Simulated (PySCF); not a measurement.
Molecule: SMILES COB(O)OC, C$_{2}$H$_{7}$BO$_{3}$.

Mapped SMILES: `[CH3:1][O:2][B:3]([OH:4])[O:5][CH3:6]` (H(Xn): hydrogen on atom n).

Geometry PBE0-D3(BJ)/def2-SVP throughout; GIAO in PySCF, gas phase, one conformer, non-relativistic; equivalent atoms averaged; basis pcSseg-1.

(1) How do the absolute shieldings σ depend on the functional? (ppm; last column core-seconds on 1 thread of an Arm Neoverse N1, shared host; the GGAs took longer than the global hybrids here, which isn't the general rule, and the cause wasn't traced)

(2) Which nucleus moves most, in ppm?

Results:

(1) 
```tsv
functional	kind	C1/C6	O4	O2/O5	B3	H(C1)/H(C6)	H(O4)	core-s
HF	Hartree–Fock	142.9	270.2	302.3	94.5	28.22	28.62	8.4
LDA	LDA	126.7	245.3	265.9	76.1	27.08	27.91	20
PBE	GGA	126.5	246.2	263.1	78.6	27.51	28.57	25
BLYP	GGA	121.1	244.8	259.8	76.3	27.66	28.77	25
BP86	GGA	125.8	246.5	264.4	79.0	27.58	28.65	25
OPBE	GGA	133.2	250.8	266.6	84.9	27.61	28.60	24
KT2	GGA	130.3	250.5	268.0	84.4	27.52	28.67	25
KT3	GGA	130.1	251.7	265.8	85.1	27.70	28.84	25
B97-D	GGA	125.8	250.3	266.6	82.2	27.73	28.82	26
B3LYP	global hybrid	126.3	250.7	270.1	79.8	27.75	28.66	18
PBE0	global hybrid	132.2	253.4	275.1	82.7	27.67	28.50	19
mPW1PW91	global hybrid	131.2	252.9	274.2	82.7	27.73	28.55	18
WP04	global hybrid	118.2	247.3	262.8	77.4	28.11	28.73	18
B97-2	global hybrid	131.6	254.7	274.9	84.2	27.79	28.68	18
BHandHLYP	global hybrid	132.9	258.8	283.3	84.9	27.89	28.55	18
CAM-B3LYP	range-separated hybrid	130.0	255.7	277.9	80.5	27.70	28.49	24
wB97X-D	range-separated hybrid	132.1	256.6	279.7	83.2	27.81	28.63	23
LC-wPBE	range-separated hybrid	136.6	260.6	285.8	82.4	27.76	28.48	30
```

(2) O2/O5 (oxygen bonded to C, B): from 259.8 ppm with BLYP to 302.3 ppm with HF. The smallest spread is 0.93 ppm, at H(O4). Proton shifts span only some 12 ppm, so a few tenths of a ppm matter as much there as several ppm in carbon.
